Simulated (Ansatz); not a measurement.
**One elementary step**

Start structure (CH$_{6}$FGe, doublet), relaxed at PBE0-D4/def2-TZVP:

F1  (-1.692, 0.448, 0.619)
Ge2  (-0.727, 1.363, -0.511)
C3  (0.977, -1.638, 0.558)
H4  (0.565, 1.739, 0.222)
H5  (-1.574, 2.592, -0.869)
H6  (-0.486, 0.450, -1.718)
H7  (1.859, -1.285, 1.073)
H8  (1.082, -2.221, -0.345)
H9  (-0.004, -1.448, 0.971)
(Å)

The step: GeH₃F ([F][GeH3]) + CH₃ → CH₃F ([CH3][F]) + GeH₃; bonds formed: F1–C3; bonds broken: F1–Ge2. Program: Ansatz 0.2.0. Basis: def2-TZVPP and def2-QZVPP. Cores are frozen in the correlated methods; orbitals are unrestricted. Filled d shells of the heavier atoms are correlated. The def2 sets are not built for correlating such inner shells, so the correlated values are less sure here. Extrapolation: Hartree–Fock as exp(−7.88 √X), correlation as X^−2.97. Energies below are by CCSD(T) at an estimated basis limit (MP2 extrapolated from triple and quadruple zeta, plus CCSD(T) − MP2 in triple zeta).

Q: What are the electronic barrier and the energy of the step, from the start structure to the end structure? (An estimate is asked for; the value comes from the calculation.)

A: The calculation gives: Barrier 1.889 eV; step energy 0.728 eV (uphill); reverse barrier, their difference, 1.161 eV. Barrier and step energy count from the start structure, the reverse barrier from the end structure.

The saddle point: One imaginary mode of 784i cm⁻¹.
```csv
pair,start (Å),saddle (Å),end (Å)
F1–C3,3.39,1.70,1.38
F1–Ge2,1.75,2.09,3.70
```

Zero-point energy (harmonic, PBE0-D4): ZPE is 1.538 eV at the start and 1.562 eV at the saddle, so the barrier goes from 1.889 to 1.912 eV.

T1 diagnostic: at most 0.017. ⟨S²⟩ of the unrestricted Hartree–Fock references: 0.75 to 0.82 (a pure state has 0.75). The unrestricted reference is spin-contaminated, which hurts MP2 most. The end structure is not quite a true minimum (one mode of 72i cm⁻¹).

Radical steps of this kind take place in plasma deposition and etching.

Labels in which every atom is bracketed show which atoms are joined, not bond orders.

For scale, one of the runs: CCSD(T)/def2-TZVPP, 194 basis functions, launched by `ansatz run in.yaml --threads 8 --pin off --events-out ev --progress --plain --max-ram 19148MiB`. The run took 2.3 min on 8 CPU threads of an Arm Neoverse V1 (shared host), with 6.2 GiB of host memory at its peak.
